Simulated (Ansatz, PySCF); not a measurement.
CH6ClGeN, SMILES [CH3][Ge@H]([NH2])[Cl].

Coordinates come from a PBE0-D3(BJ)/def2-SVP optimisation. The structure was generated by enumeration; whether it is a known compound was not checked. Other conformers were not sampled.

Vertical ionisation energy (IE) and electron affinity (EA) in eV. Rows of orbital energies are one-electron estimates. Where ΔSCF, EOM or ADC give a negative EA the extra electron is unbound and the value depends on the basis.

```tsv
level	IE	EA
−ε(HOMO), −ε(LUMO), M06-2X/def2-TZVP (PySCF)	9.21	-1.29
−ε(HOMO), −ε(LUMO), PBE/def2-TZVP (PySCF)	6.31	0.39
ΔSCF, CAM-B3LYP/def2-SVPD (Ansatz), final states of multiplicity 2 and 2	[?]	[?]
ΔSCF, PBE/def2-SVPD (Ansatz), final states of multiplicity 2 and 2	9.69	-1.20
```

Some entries are withheld; supply them. (Estimate from the structure and the level; the computed values follow.)


- ΔSCF, CAM-B3LYP/def2-SVPD (Ansatz, a quantum-chemistry and plane-wave program), final states of multiplicity 2 and 2, IE: 10.17
- ΔSCF, CAM-B3LYP/def2-SVPD (Ansatz), final states of multiplicity 2 and 2, EA: -1.49

What vertical singlet–triplet gap does ΔSCF give with CAM-B3LYP/def2-SVPD (Ansatz) and with PBE/def2-SVPD (Ansatz)? (The exact figures need the calculation; the answer reports its results.)

6.45 and 5.95 eV (triplet above singlet where positive).
